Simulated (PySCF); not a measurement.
Bond stretch in SiH, doublet.

- ROKS-BHandHLYP = restricted open-shell BHandHLYP/6-31G (PySCF)
- UKS-r2SCAN = unrestricted r2SCAN/6-31G (PySCF)
- UKS-BHandHLYP = unrestricted BHandHLYP/6-31G in PySCF
- ROKS-PBE0 = restricted open-shell PBE0/6-31G run with PySCF 2.14.0
- CASSCF(5,5)/6-31G (PySCF)

Energies are in kcal/mol, each relative to the lowest point of its own curve near equilibrium.

```tsv
R / Å	ROKS-BHandHLYP	UKS-r2SCAN	UKS-BHandHLYP	ROKS-PBE0	CASSCF(5,5)
1.23	28.5	30.3	28.5	30.6	31.8
1.30	15.6	17.1	15.6	17.2	18.4
1.37	7.4	8.5	7.4	8.5	9.5
1.45	2.1	2.7	2.1	2.8	3.5
1.48	1.0	1.5	1.0	1.5	2.1
1.53	0.0	0.3	0.0	0.3	0.6
1.59	0.0	0.0	0.0	0.0	0.0
1.61	0.3	0.1	0.3	0.1	0.0
1.67	1.6	1.1	1.6	1.2	0.6
1.79	6.1	5.1	6.1	5.2	3.7
1.91	12.3	10.6	12.3	10.9	8.2
2.07	21.8	19.3	21.7	19.9	15.1
2.31	36.7	32.7	35.9	34.1	25.7
```

At the longest distance, 2.31 Å, ROKS-BHandHLYP lies highest above its minimum (36.7 kcal/mol) and CASSCF(5,5) lowest (25.7 kcal/mol).

The scan ran from 1.23 to 6.10 Å; beyond the distances shown one of the unrestricted levels run for this scan, shown here or not, changes its spin distribution in one step. The unrestricted determinant behind UKS-BHandHLYP is spin-contaminated at 2.31 Å (<S²> up to 0.9, against 0.75 for a pure doublet).
